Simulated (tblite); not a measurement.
C7H4NOS (doublet state).
SMILES with atom numbers: `[OH:1][c:2]1[cH:3][cH:4][c:5]2[s:6][n:7][c:8][c:9]2[cH:10]1` (hydrogens: H11 on O1; H12 on C3; H13 on C4; H14 on C10)

Computed geometry: GFN2-xTB, gas phase. This method treats the open shell by occupation alone, without spin polarisation.

Question: List the bond lengths, angles and torsions at this level.

Answer: 
```json
{"bond": "O1–C2", "length (bohr)": "2.565"}
{"bond": "C2–C3", "length (bohr)": "2.654"}
{"bond": "C3–C4", "length (bohr)": "2.600"}
{"bond": "C4–C5", "length (bohr)": "2.621"}
{"bond": "C5–S6", "length (bohr)": "3.308"}
{"bond": "S6–N7", "length (bohr)": "3.213"}
{"bond": "N7–C8", "length (bohr)": "2.354"}
{"bond": "C8–C9", "length (bohr)": "2.670"}
{"bond": "C9–C10", "length (bohr)": "2.628"}
{"bond": "C2–C10", "length (bohr)": "2.613"}
{"bond": "C5–C9", "length (bohr)": "2.685"}
{"bond": "O1–H11", "length (bohr)": "1.823"}
{"bond": "C3–H12", "length (bohr)": "2.037"}
{"bond": "C4–H13", "length (bohr)": "2.038"}
{"bond": "C10–H14", "length (bohr)": "2.042"}
```

A selection of angles:
```json
{"angle": "O1–C2–C3", "degrees": "117.1"}
{"angle": "O1–C2–C10", "degrees": "122.2"}
{"angle": "C3–C2–C10", "degrees": "120.7"}
{"angle": "C2–C3–C4", "degrees": "121.3"}
{"angle": "C3–C4–C5", "degrees": "118.7"}
{"angle": "C4–C5–S6", "degrees": "129.3"}
{"angle": "C4–C5–C9", "degrees": "120.4"}
{"angle": "S6–C5–C9", "degrees": "110.4"}
{"angle": "C5–S6–N7", "degrees": "91.2"}
{"angle": "S6–N7–C8", "degrees": "111.5"}
{"angle": "N7–C8–C9", "degrees": "120.5"}
{"angle": "C8–C9–C10", "degrees": "133.2"}
{"angle": "C5–C9–C8", "degrees": "106.5"}
{"angle": "C5–C9–C10", "degrees": "120.3"}
{"angle": "C2–C10–C9", "degrees": "118.6"}
{"angle": "H11–O1–C2", "degrees": "110.2"}
```

Dihedral angles: H11–O1–C2–C3 180° (antiperiplanar).

C3 (carbon bonded to 2 C and H) is planar (angles 121.3°, 120.9° and 117.8°, sum 360.0°, 0.00 Å off the plane of its three neighbours). The 5-membered ring C5–S6–N7–C8–C9 has internal angles of 91.2° to 120.5°; it is planar, 0.00 Å rms from its mean plane, widest ring torsion 0°. Of the pairs four or more bonds apart, H11···H14 is among the closest relative to their van der Waals radii: 2.30 Å, 96 % of the sum of Bondi's values. N7 (nitrogen bonded to C and S) is bent (angle 111.5°). C10 (carbon bonded to 2 C and H) is planar (angles 121.3°, 120.1° and 118.6°, sum 360.0°, 0.00 Å off the plane of its three neighbours). C2 (carbon bonded to 2 C and O) is planar (angles 122.2°, 120.7° and 117.1°, sum 360.0°, 0.00 Å off the plane of its three neighbours). C4 (carbon bonded to 2 C and H) is planar (angles 121.0°, 120.3° and 118.7°, sum 360.0°, 0.00 Å off the plane of its three neighbours).

Point group: Cs (every atom within 0.08 Å of its image). Its GFN2-xTB frequencies are all real (lowest 120 cm⁻¹). Torsions: H–O1–C2–C3 180°.

Hardware: one thread, Arm Neoverse V1 (aarch64), no GPU, on a shared host. Cost: 0.14 s. These figures are those of the optimisation.

One conformer stands for the species.
